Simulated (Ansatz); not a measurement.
Total energies of VO3 (the lowest doublet isomer of a short search) from Ansatz at PBE0-D4/def2-TZVP, gas phase (1 Eh = 27.2114 eV = 2625.5 kJ/mol). The reference geometry is relaxed at PBE0-D4/def2-TZVP.

```xyz
4

V    -0.380   -0.479    0.175
O     1.303   -0.040   -0.245
O    -1.666   -0.257   -0.707
O     0.743    0.776    0.777
```

| state | geometry | energy (Eh) |
| --- | --- | --- |
| charge 0 doublet | reference | -1169.28800 |
| charge 1 triplet | reference | -1168.92945 |
| charge 0 quartet | relaxed at PBE0-D4/def2-TZVP | -1169.25928 |

The structure holds one bond between oxygen atoms, so isomers without such links may lie far lower.

(1) Work out the vertical ionisation energy to the triplet.

(2) Which of the charge 0 states is lowest, and how far above it are the others?

(1) E(charge 1 triplet) − E(charge 0 doublet) = -1168.92945 − (-1169.28800) = 0.35855 Eh = 9.76 eV. For comparison, −ε of the highest occupied level of the spin that leaves is 7.50 eV at this level, 2.26 eV less.

(2) The doublet. quartet: -1169.25928 − (-1169.28800) = 0.02872 Eh = 75.4 kJ/mol.

The structure comes from a short search, and lower isomers may exist.
